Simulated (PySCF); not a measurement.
# Calculated properties of `OB(O)c1cncn1[SiH3]`

Species: C3H7BN2O2Si.
Z-matrix (Å and degrees, PBE0-D3(BJ)/def2-SVP geometry), rows numbered from 1:
```
O 
B   1  1.3616
O   2  1.3650  1  118.71
C   2  1.5467  1  124.52  3   179.84
C   4  1.3841  2  132.19  1     0.62
N   5  1.3599  4  111.70  2  -179.83
C   6  1.3110  5  104.70  4     0.12
N   7  1.3659  6  113.20  5    -0.11
Si  8  1.7911  4  129.24  2     0.23
H   1  0.9611  2  113.62  3  -179.99
H   3  0.9633  2  112.91  1    -0.09
H   5  1.0919  4  127.46  2     0.32
H   7  1.0912  6  125.05  5   179.89
H   9  1.4846  8  111.08  4    62.54
H   9  1.4845  8  111.20  4   -63.41
H   9  1.4918  8  102.45  4   179.52
```

Structural features include: pyridine-type ring nitrogen, pyrrole-type ring nitrogen, Si–H bond and three-coordinate boron.

From PBE0-D3(BJ)/def2-SVP geometry optimisation, gas phase (PySCF):

```yaml
Point_group: Cs
Rotational_constants_A_B_C: 1.754, 1.374, 0.778 GHz
```

From CAM-B3LYP/def2-SVPD ground state, ΔSCF and vertical TDDFT (core frozen in the response) (PySCF):

```yaml
Dipole_moment: 2.57 D
HOMO_energy: -8.18 eV
LUMO_energy: 0.46 eV
HOMO–LUMO_gap: 8.64 eV
Lowest_singlet_excitation: 5.83 eV (213 nm, f = 0.263)
Strongest_line_among_the_10_lowest_singlet_transitions: S9 at 7.43 eV (167 nm, f = 0.290)
Lowest_triplet_excitation_Tamm–Dancoff: 3.94 eV
Static_isotropic_polarisability: 93.7 au
Vertical_ionisation_energy: 8.86 eV
Electronic_spatial_extent_⟨r²⟩_about_the_centre_of_nuclear_charge: 1410 bohr²
```

**KT3/pcSseg-1 ground state and GIAO shieldings, non-relativistic (PySCF)**

```yaml
13C_chemical_shifts_computed_TMS_as_zero_by_class: 138.5 (C7), 135.4 (C5), 119.5 (C4) ppm
1H_chemical_shifts_computed_TMS_as_zero_by_class: 7.43 (H12), 7.32 (H13), 4.97 (H14/H15/H16), 3.82 (H10/H11) ppm
Isotropic_shieldings_of_nuclei_other_than_C_and_H_by_class: 79 (B2), -27 (N6), 84 (N8), 223 (O1/O3), 416 (Si9) ppm
```

delta-SCF UKS SCAN, pcX-2 on the ionised atom, pcseg-1 elsewhere, spin-free X2C; 2p3/2 from a spin–orbit splitting computed afterwards within the 2p shell (PySCF):

```yaml
Core_binding_energies: Si2p3/2 107.5 (Si9), B1s 197.1 (B2), C1s 290.5 (C4), C1s 290.7 (C5), C1s 291.6 (C7), N1s 404.2 (N6), N1s 405.7 (N8), O1s 539.2 (O1/O3), Si1s 1847.4 (Si9) eV
```

Monoisotopic mass (most abundant isotopes): 142.0370 u.

The dipole equals about 8.6 × 10⁻³⁰ C·m (1 D = 3.33564 × 10⁻³⁰ C·m). The largest Löwdin shares of the HOMO are 0.29 on C4, 0.22 on C5, 0.19 on C7 and 0.09 on N8. A dipole of 2.57 D is allowed in Cs, and pure rotational transitions are dipole-allowed. The polarisability is 13.89 Å³ as a volume (1 au = 0.148185 Å³), or 1.27 au for each of the 74 electrons. The ΔSCF ionisation energy exceeds −ε(HOMO) by 0.68 eV with CAM-B3LYP. S1 lies 2.81 eV below the HOMO–LUMO gap; its leading configuration is HOMO→LUMO+1, weight 0.96. The rotational constants make it an asymmetric top with κ = (2B − A − C)/(A − C) = 0.22, nearer the oblate limit (+1). The 10 singlets span 5.83 to 7.54 eV, and their oscillator strengths add up to 0.59.

One conformer (not necessarily the lowest) at the PBE0-D3(BJ)/def2-SVP geometry, without solvent or vibrations. NMR classes are plain means over equivalent atoms (diastereotopic ones count apart unless rotation or inversion swaps them), as if these changed places fast; in this geometry the members of some classes differ.

For the core-ionisation job (SCAN ΔSCF), hardware: Arm Neoverse V1, one thread, no GPU, shared host. Cost: 1.8 min wall, 0.85 GiB resident at most.
